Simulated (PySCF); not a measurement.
Compound: CH10AlNSi2.
Geometry (PBE0-D3(BJ)/def2-SVP, Å), atoms numbered from 1 in this order:
```
atom  x, y, z in Å
C1     2.5426   -0.7549   -0.0401
Al2    1.2087    0.6201    0.3280
N3    -0.5564    0.2989    0.0652
Si4   -1.1404   -1.2255   -0.5766
Si5   -1.7651    1.5205    0.4248
H6     3.5382   -0.4430    0.3138
H7     2.2972   -1.7167    0.4393
H8     2.6248   -0.9562   -1.1220
H9     1.5747    2.0716    0.8573
H10   -2.1729   -1.8264    0.3263
H11   -0.0018   -2.1824   -0.7115
H12   -1.7718   -1.0462   -1.9230
H13   -2.5288    1.9028   -0.8060
H14   -2.7573    1.0105    1.4241
H15   -1.0964    2.7346    0.9787
```

Level: PBE0/def2-SVPD in PySCF, non-relativistic, on one gas-phase PBE0-D3(BJ)/def2-SVP geometry that isn't relaxed in the solvent. The solvent is an IEF-PCM continuum (Bondi radii, 1.10 Å for H, scaled by 1.2), and excitations are vertical TDDFT with non-equilibrium linear response and a frozen core. Specific hydrogen bonds and non-electrostatic terms are outside this model.

Gas-phase singlets (H = HOMO, L = LUMO):

```
state  E (eV)  λ (nm)      f  leading configurations
   S1   5.884     211  0.006               H-1→L 92%
   S2   5.963     208  0.083                 H→L 92%
   S3   6.140     202  0.008               H→L+1 94%
   S4   6.901     180  0.009    H→L+2 58%, H→L+3 18%
   S5   6.905     180  0.038   H-1→L+1 84%, H→L+2 9%
```

**Question.** How does the list change in dichloromethane (ε = 8.93)?

**Answer.** 
| state | E (eV) | λ (nm) | f | leading configurations | change by rank (eV) |
| --- | --- | --- | --- | --- | --- |
| S1 | 6.075 | 204 | 0.005 | H-1→L 94% | +0.191 |
| S2 | 6.147 | 202 | 0.021 | H→L+1 81%, H→L 15% | +0.184 |
| S3 | 6.180 | 201 | 0.095 | H→L 79%, H→L+1 16% | +0.040 |
| S4 | 6.891 | 180 | 0.007 | H→L+2 54%, H→L+3 33% | -0.010 |
| S5 | 6.898 | 180 | 0.054 | H-1→L+1 96% | -0.007 |

**Question.** What are the lowest 5 singlets in acetone (ε = 20.49)?

**Answer.** 
```json
{"state": "S1", "E (eV)": "6.108", "λ (nm)": "203", "f": "0.005", "leading configurations": "H-1→L 94%", "change by rank (eV)": "+0.224"}
{"state": "S2", "E (eV)": "6.154", "λ (nm)": "201", "f": "0.011", "leading configurations": "H→L+1 91%", "change by rank (eV)": "+0.191"}
{"state": "S3", "E (eV)": "6.212", "λ (nm)": "200", "f": "0.100", "leading configurations": "H→L 88%", "change by rank (eV)": "+0.072"}
{"state": "S4", "E (eV)": "6.891", "λ (nm)": "180", "f": "0.007", "leading configurations": "H→L+2 52%, H→L+3 35%", "change by rank (eV)": "-0.010"}
{"state": "S5", "E (eV)": "6.904", "λ (nm)": "180", "f": "0.051", "leading configurations": "H-1→L+1 97%", "change by rank (eV)": "-0.001"}
```

**Question.** The ground-state energy changes by -0.126 eV from gas to acetone. By how much does the total energy of gas-phase S1 change?

**Answer.** E(S1) = E(S0) + excitation energy, so it changes by -0.126 + 0.224 = +0.098 eV: it isn't lowered at all, while the ground state is. This is the vertical state, with the slow part of the continuum still set for S0.

**Question.** How do the frontier levels move from gas to acetone?

**Answer.** 
| orbital | gas (eV) | solvent (eV) | change (eV) | Löwdin shares, gas | Löwdin shares, solvent |
| --- | --- | --- | --- | --- | --- |
| LUMO+2 | 0.30 | 0.50 | +0.20 | Al2 30 %, Si4 12 %, Si5 10 %, C1 7 % | Al2 33 %, Si4 14 %, Si5 9 %, C1 6 % |
| LUMO+1 | -0.27 | -0.05 | +0.22 | Al2 33 %, Si4 15 %, Si5 11 %, N3 7 % | Al2 23 %, Si4 17 %, Si5 15 %, N3 8 % |
| LUMO | -0.77 | -0.31 | +0.46 | Al2 56 %, H9 12 %, C1 11 %, N3 11 % | Al2 54 %, H9 14 %, N3 11 %, C1 10 % |
| HOMO | -7.72 | -7.57 | +0.15 | N3 50 %, Si5 11 %, Si4 11 %, H13 6 % | N3 52 %, Si5 11 %, Si4 11 %, H12 5 % |
| HOMO-1 | -8.15 | -7.94 | +0.21 | C1 33 %, Al2 25 %, H9 22 %, H7 4 % | C1 36 %, Al2 24 %, H9 20 %, H7 5 % |
| HOMO-2 | -9.03 | -8.90 | +0.13 | N3 25 %, Al2 14 %, Si4 13 %, H9 9 % | N3 25 %, Al2 16 %, Si4 13 %, H9 12 % |
| HOMO-3 | -9.32 | -9.23 | +0.09 | Si5 24 %, H15 21 %, Si4 17 %, H11 14 % | Si5 23 %, H15 21 %, Si4 17 %, H11 14 % |

The HOMO–LUMO gap goes from 6.96 to 7.27 eV.
